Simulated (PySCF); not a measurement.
What settings do to a single point of [PbBr3]+

The sound run of [PbBr3]+ (singlet) uses PySCF 2.14.0, RKS r2SCAN, Pb def2-SVP with ECP60, Br def2-SVP; non-relativistic Hamiltonian with scalar-relativistic core potentials where named; density fitting; no spin-orbit coupling, grid (50, 194), threshold 1e-8 Eh and 55 cycles, at the relaxed geometry:

```xyz
4

Pb    0.0000    0.0000    0.0000
Br    2.5145    0.0000    0.0000
Br   -1.2572    2.1776    0.0000
Br   -1.2572   -2.1776    0.0000
```

There Pb1 has a Mulliken charge of 0.93 e and the dipole about the centre of mass is 0.00 D. Each run below changes one thing and starts from free metal ions and neutral atoms unless it says otherwise; with 55 cycles, smearing, a level shift and second-order steps follow where DIIS fails, and their cycles count. Energy shifts count from the sound run.

```csv
change,outcome,cycles,energy shift (eV),largest force component (eV/Å),charge on Pb1 (e),dipole about the centre of mass (D)
"start from the bare core Hamiltonian, limit 74 cycles",converged,31,0.0000,0.03,0.93,0.00
all coordinates × 1.05,converged,11,0.23,1.10,0.96,0.00
threshold 1e-06,converged,8,0.0000,0.02,0.93,0.03
```

Q: How does the run with this change end: Br3 put 0.8 Å from Pb1, limit 76 cycles?

A: outcome converged, cycles 9, energy shift (eV) 724.76, largest force component (eV/Å) 3145.97, charge on Pb1 (e) 2.32, dipole about the centre of mass (D) 5.46.

Unsound on purpose, so not properties of the compound: Br3 put 0.8 Å from Pb1, limit 76 cycles.

Forces carry noise of the integration grid, about 0.01 to 0.03 eV/Å.

No frequency check is given that shows the relaxed geometry to be a minimum.
